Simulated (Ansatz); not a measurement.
`CC(C)[NH][Hf]([OH])([OH])[OH]` → `[NH2][Hf]([OH])([OH])[OH]` + `C=CC`  (alkene loss)

Gas-phase electronic energies from Ansatz, PBE0-D4/def2-TZVP geometries. CCSD(T)/CBS adds triple-zeta CCSD(T) − MP2 to the extrapolated MP2 energy (def2 sets, frozen cores). Elements past krypton have def2 core potentials. For Hf outer-core shells are correlated without core-valence functions, which leaves a few kJ/mol of doubt a bond. One conformer a species, not always the lowest.

```tsv
species	CCSD/def2-TZVPP energy (Eh)
`CC(C)[NH][Hf]([OH])([OH])[OH]`	-448.78159
`[NH2][Hf]([OH])([OH])[OH]`	-331.09005
`C=CC`	-117.66194
```

**Question.** Work out ΔE.

**Answer.** ΔE = (-331.09005) + (-117.66194) − (-448.78159) = 0.02960 Eh = +77.7 kJ/mol. CCSD(T)/CBS gives +78.4 kJ/mol.

Largest T1 diagnostic among the species: 0.015.

At CCSD(T), def2-SVP lies +22.1 kJ/mol from the extrapolated value and def2-TZVPP +3.5 kJ/mol. From PBE to PBE0 (25 % exact exchange), in def2-TZVPP and without D4, ΔE moves by +10.5 kJ/mol.
